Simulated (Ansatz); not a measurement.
Species: C$_{4}$H$_{6}$BBr (charge 0, singlet). 
Structure (B3LYP-D3(BJ)/def2-TZVP (Ansatz, an electronic-structure program) minimum search):
```xyz
12

C     -2.4730    -1.1262     0.2971
C     -1.2198    -1.5917     0.2899
B      0.0589    -0.7524     0.1007
Br    -0.0920     1.1754    -0.1573
C      1.4545    -1.4062     0.1114
C      2.6217    -0.7728    -0.0429
H     -2.6813    -0.0712     0.1630
H     -3.3293    -1.7765     0.4360
H     -1.0858    -2.6632     0.4304
H      1.4889    -2.4846     0.2586
H      3.5700    -1.2980    -0.0244
H      2.6634     0.2995    -0.1936
```

Basis-set convergence of Hartree-Fock and MP2 correlation energies (hartree) with Ansatz. Cores are frozen in the correlated levels unless marked. Spin-orbit coupling is left out. Frozen are the shells of the preceding noble gas and the d and f shells that filled before the atom's block. Non-relativistic.

The Hartree-Fock reference is unstable (checked in the largest basis), which strains HF and MP2. 

```csv
basis,functions,E(HF),"E(corr, MP2)"
aug-cc-pVDZ,205,-2752.07013,-0.75016
aug-cc-pVTZ,427,___,___
```

Question: Some entries are withheld; supply them.

Answer: 
- aug-cc-pVTZ, E(HF): -2752.18518
- aug-cc-pVTZ, E(corr, MP2): -0.91192
